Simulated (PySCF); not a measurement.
Compound: C3H13ClSi4.
Geometry (GFN2-xTB, Å), atoms numbered from 1 in this order:
```
atom  x, y, z in Å
C1    -1.6394    1.4229   -0.5410
C2    -1.6372   -0.1040   -0.6231
Si3   -1.7366   -0.8375    1.1520
Si4    0.4393   -0.7044    1.9724
Si5    1.6201   -0.7960   -0.0533
C6     2.8710    0.6562   -0.2360
Cl7    2.0212    2.2118   -0.0259
Si8   -0.1073   -0.7035   -1.6230
H9    -0.7661    1.7880   -0.0031
H10   -1.6272    1.8696   -1.5346
H11   -2.5260    1.7880   -0.0235
H12   -2.5370   -0.4058   -1.1672
H13   -2.7952   -0.1233    1.8804
H14   -2.2073   -2.2270    1.0357
H15    0.7033    0.4960    2.7768
H16    0.7653   -1.8094    2.8850
H17    2.5210   -1.9547   -0.2315
H18    3.3443    0.6938   -1.2149
H19    3.6531    0.6301    0.5196
H20    0.0494    0.1675   -2.7960
H21   -0.4176   -2.0414   -2.1495
```

Computed at PBE0/pcSseg-1 (PySCF, non-relativistic), with Q(35Cl) = −0.0817 b: Cl7, 35Cl (I = 3/2): χzz = -75.86 MHz, η = 0.025.

Task: Where would the pure quadrupole (NQR) lines of 35Cl at Cl7 fall for the rigid, isolated species?

Result: From ν = (|χ|/2)√(1 + η²/3): ν = 37.93 MHz (alkyl chlorine). For 37Cl the ratio of quadrupole moments, 0.7881, gives 29.90 MHz.

Task: Apply the simplest Townes–Dailey estimate (no s hybridisation, no π bonding), ionic character = 1 − χzz/χ0, where χ0 is the coupling for one missing p electron along the bond: −109.74 MHz for 35Cl.

Result: Cl7 on C6: 1 − (-75.86)/(-109.74) = 0.31. In this model a purely covalent bond gives χ0 and a free halide ion gives zero; s hybridisation or π bonding, where present, is counted here as ionic character.

In a crystal, neighbours and librations shift these lines. GFN2-xTB bond lengths can be off by several hundredths of an ångström, more for odd bonds, and the gradients follow them. The basis is small and wasn't made for field gradients, so the couplings can be 20 % off.

One conformer stands for the species.
